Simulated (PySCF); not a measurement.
**Pt (platinum, neutral) across methods**

[Xe] 4f14 5d8 6s1 6p1, one real determinant (an excited configuration). Calculation: PySCF 2.14, in aug-cc-pwCVTZ-PP with ECP60MDF (8s8p7d4f3g, 122 functions); scalar relativity through the core potential.

```json
{"method": "LDA", "E (hartree)": "-118.9901", "mean ε 5d β (eV)": "-9.087", "mean ε 6s α (eV)": "-8.617", "mean ε 6p α (eV)": "-2.594", "Σ⟨r²⟩ (bohr²)": "63.61", "⟨S²⟩": "6.000"}
{"method": "revPBE", "E (hartree)": "-119.2816", "mean ε 5d β (eV)": "-8.973", "mean ε 6s α (eV)": "-8.323", "mean ε 6p α (eV)": "-2.495", "Σ⟨r²⟩ (bohr²)": "63.91", "⟨S²⟩": "6.001"}
{"method": "PBE", "E (hartree)": "-119.2309", "mean ε 5d β (eV)": "-9.007", "mean ε 6s α (eV)": "-8.384", "mean ε 6p α (eV)": "-2.521", "Σ⟨r²⟩ (bohr²)": "63.90", "⟨S²⟩": "6.001"}
{"method": "UHF", "E (hartree)": "-118.40562", "mean ε 5d β (eV)": "-14.482", "mean ε 6s α (eV)": "-11.469", "mean ε 6p α (eV)": "-5.028", "Σ⟨r²⟩ (bohr²)": "63.40", "⟨S²⟩": "6.005"}
{"method": "PBEsol", "E (hartree)": "-119.0681", "mean ε 5d β (eV)": "-8.936", "mean ε 6s α (eV)": "-8.450", "mean ε 6p α (eV)": "-2.518", "Σ⟨r²⟩ (bohr²)": "63.50", "⟨S²⟩": "6.001"}
{"method": "HSE06", "E (hartree)": "-119.1946", "mean ε 5d β (eV)": "-10.179", "mean ε 6s α (eV)": "-8.907", "mean ε 6p α (eV)": "-2.844", "Σ⟨r²⟩ (bohr²)": "63.38", "⟨S²⟩": "6.001"}
{"method": "PBE0", "E (hartree)": "-119.1967", "mean ε 5d β (eV)": "-10.565", "mean ε 6s α (eV)": "-9.320", "mean ε 6p α (eV)": "-3.215", "Σ⟨r²⟩ (bohr²)": "63.15", "⟨S²⟩": "6.001"}
```

Problem. Estimate the same row for r2SCAN.

Solution. E (hartree) = -119.2540; mean ε 5d β (eV) = -9.164; mean ε 6s α (eV) = -8.731; mean ε 6p α (eV) = -2.697; Σ⟨r²⟩ (bohr²) = 62.49; ⟨S²⟩ = 6.003.

⟨L²⟩ = 14.01 against 20 for a pure G term, so this real determinant mixes terms. Energies and moments cover only the electrons outside the core potential. Spin-orbit coupling, absent here, splits the open shell strongly.
